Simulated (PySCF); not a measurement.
C₄H₇NSi, SMILES C/C(C#N)=C/[SiH3]. Heavy atoms are numbered as in [CH3:1]/[C:2]([C:3]#[N:4])=[CH:5]/[SiH3:6]. Hydrogens are named by the atom that carries them.

Coordinates come from a B3LYP-D3(BJ)/def2-SVP optimisation. A frequency run showed that this geometry is not a minimum. The structure was generated by enumeration; whether it is a known compound was not checked.

All values below come from KT2/pcSseg-1 run with PySCF.

GIAO shieldings, no solvent; atoms alike by connectivity are averaged. δ = σ(ref) − σ: ¹³C against TMS (σ = 185.1 ppm); ¹⁵N against NH3 (σ = 266.2 ppm); ²⁹Si against TMS (σ = 361.9 ppm); ¹H against TMS (σ = 31.47 ppm), references at their B3LYP-D3(BJ)/def2-TZVP geometries, non-relativistic.

**Question.** Estimate the chemical shifts. (An estimate is asked for; the answer gives what the named calculation found.)

**Answer.** 
```json
[
 {"nucleus": "¹³C", "atoms": "C5 (CH)", "count": "1", "δ (ppm)": "136.2"},
 {"nucleus": "¹³C", "atoms": "C2", "count": "1", "δ (ppm)": "132.6"},
 {"nucleus": "¹³C", "atoms": "C3", "count": "1", "δ (ppm)": "115.3"},
 {"nucleus": "¹³C", "atoms": "C1 (CH3)", "count": "1", "δ (ppm)": "31.1"},
 {"nucleus": "¹⁵N", "atoms": "N4", "count": "1", "δ (ppm)": "305.9"},
 {"nucleus": "²⁹Si", "atoms": "Si6 (SiH3)", "count": "1", "δ (ppm)": "-81.0"},
 {"nucleus": "¹H", "atoms": "H on C5", "count": "1", "δ (ppm)": "6.56"},
 {"nucleus": "¹H", "atoms": "H on Si6", "count": "3", "δ (ppm)": "4.51"},
 {"nucleus": "¹H", "atoms": "H on C1", "count": "3", "δ (ppm)": "2.41"}
]
```
